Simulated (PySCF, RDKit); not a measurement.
Tautomers of CC(=O)S. All species are isolated molecules in the gas phase. One relaxed conformer stands for each flexible species; it need not be the lowest. Strings in code marks are SMILES.

Quantity: electronic energy of isomers of C2H4OS relative to `CC(=O)S` (O–C–S–H torsion 180°), in eV. Force-field values (RDKit) are differences of steric energies, which aren't made for comparing isomers with other bonds.

Level 1: B3LYP/LANL2DZ // B3LYP-D3(BJ)/def2-TZVP (PySCF)
Level 2: PBE/6-31G* // B3LYP-D3(BJ)/def2-TZVP (PySCF)
Level 3: SVWN5/6-31G* // B3LYP-D3(BJ)/def2-TZVP (PySCF)
Level 4: UFF, relaxed from the DFT geometry (RDKit)

```csv
species,level 1,level 2,level 3,level 4
"`C=C(O)S` (S–C–O–H torsion 180°, O–C–S–H torsion -180°)",0.93,1.16,1.04,0.039
`CC(O)=S` (S–C–O–H torsion 0°),-0.237,0.050,-0.088,0.066
```
